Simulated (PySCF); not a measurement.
Gas-phase reaction: SnH₂ + 3 S = SnS + H₂S₂. Level: PBE0/def2-TZVP; standard pressure 1 bar.

Energies from PySCF, thermal terms from the rigid-rotor harmonic-oscillator model, ideal gas at 1 bar. Open shells (unrestricted): S (multiplicity 3, electronic degeneracy 9); the rest are closed-shell singlets. Spin-orbit splitting is ignored; it lowers the true energy and changes the entropy of S. Sn: scalar-relativistic def2 core potential, no spin-orbit coupling. No R ln 2 is added for the mirror-image form of H₂S₂. SnH₂: computed as isolated molecules; such fragments, hydroxides, amides, oligomers or adducts are transient or little studied in the gas. The harmonic model lacks anharmonicity and excited electronic states, which grow with temperature; levels with a mode under 35 cm⁻¹ are left out. Internal rotation in H₂S₂ is treated as a harmonic vibration of one conformer, which makes the entropy rough.

```json
[
 {"T (K)": "1200", "1000/T (1/K)": "0.8333", "log10 K": "28.00"},
 {"T (K)": "1400", "1000/T (1/K)": "0.7143", "log10 K": "22.06"},
 {"T (K)": "1600", "1000/T (1/K)": "0.6250", "log10 K": "17.59"},
 {"T (K)": "1800", "1000/T (1/K)": "0.5556", "log10 K": "14.12"},
 {"T (K)": "2000", "1000/T (1/K)": "0.5000", "log10 K": "11.34"},
 {"T (K)": "2500", "1000/T (1/K)": "0.4000", "log10 K": "?"}
]
```

**Question.** Fit log10 K = a + b·(1000/T) to the five rows, get the mean ΔH° and ΔS°, and predict log10 K at 2500 K.

**Answer.** Means: 1000/T = 0.6456, log10 K = 18.622. Sums of products about the means: Sxy = 3.48314, Sxx = 0.069675, so b = Sxy/Sxx = 49.99 and a = 18.622 − (49.99)×0.6456 = -13.65.
ΔH° = −R ln 10 × 1000 K × b = −19.145 × (49.99) = -957 kJ; ΔS° = R ln 10 × a = -261 J/K. The run's own values go from -955 kJ and -260 J/K at 1200 K to -960 kJ and -263 J/K at 2500 K.
Prediction at 2500 K: -13.65 + (49.99)×0.4000 = 6.35. The computed value is 6.33, 0.02 from the line.
For scale, ΔH°(298 K) is -947 kJ at this level, -951 kJ at ωB97M-V/def2-TZVP†, and runs from -1165 to -521 kJ over the 18 levels computed († marks an energy on the PBE0/def2-TZVP geometry).
